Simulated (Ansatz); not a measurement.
Abridged output of a molecular run in Ansatz:

```
Functional definition: HF
1698 factors; integrals over basis functions are off by at most 1.4e-3 eV
mean field evaluation 1: about -4589.4817 eV, gradient 3.9e1 eV
mean field evaluation 2: about -4589.6477 eV, gradient 3.9e1 eV
mean field evaluation 4: about -4593.9874 eV, gradient 4.2e0 eV
mean field evaluation 8: about -4594.0580 eV, gradient 2.5e-1 eV
mean field -4594.05836177 eV, -168.8285308303 hartree, gradient 2.1e-6 eV, S^2 0.000000; 0 other end points of the search recorded, 0 dependent functions left out
5 core orbitals not correlated: weight in the atoms' cores, before any rotation towards them, 1.000 or more for the frozen orbitals, at most 0.000 for the correlated occupied ones
reference -4594.05836177 eV, -168.8285308303 hartree; 14, 14 occupied and 276, 276 virtual orbitals, 1698 factors
second order -19.91073080 eV of doubles, -0.00000000 eV of singles
cycle   1  -21.01859787 eV  change    -1.1e0 eV  update   9.0e-2
cycle   2  -21.54390053 eV  change   -5.3e-1 eV  update   2.6e-2
cycle   3  -21.61531600 eV  change   -7.1e-2 eV  update   1.1e-2
cycle   4  -21.61070368 eV  change    4.6e-3 eV  update   3.1e-3
cycle   5  -21.60946658 eV  change    1.2e-3 eV  update   1.6e-3
cycle   6  -21.60939517 eV  change    7.1e-5 eV  update   5.9e-4
cycle   7  -21.60923382 eV  change    1.6e-4 eV  update   2.2e-4
cycle   8  -21.60924053 eV  change   -6.7e-6 eV  update   9.2e-5
cycle   9  -21.60926094 eV  change   -2.0e-5 eV  update   3.7e-5
cycle  10  -21.60924807 eV  change    1.3e-5 eV  update   1.6e-5
perturbative correction -0.81187186 eV, -0.0298357405 hartree
Total energy: -4616.47948170 eV, -169.6524917903 hartree
```

Its atoms:

Cartesian coordinates in Å:
```
B 1.268 -0.929 1.923
C 0.112 -0.773 0.910
C 0.646 0.448 0.115
B -0.214 0.967 -1.087
C -1.548 0.334 -1.569
H 2.239 -1.578 1.647
H 1.276 -0.296 2.942
H -0.856 -0.518 1.348
H -0.023 -1.614 0.227
H 0.804 1.318 0.774
H 1.653 0.257 -0.290
H 0.236 1.905 -1.694
H -2.023 -0.353 -0.866
H -2.272 1.080 -1.908
H -1.298 -0.247 -2.472
```

Problem. Which basis set was used?
A. def2-TZVPPD
B. cc-pV(Q+d)Z
C. def2-TZVPP
D. def2-SVPD

Solution. C. It gives 295 functions.

Problem. Write the keys of the input that set method, charge and spin (a neutral closed shell needs none for the last two).

Solution. 
```yaml
correlation: {method: ccsd_t}
```
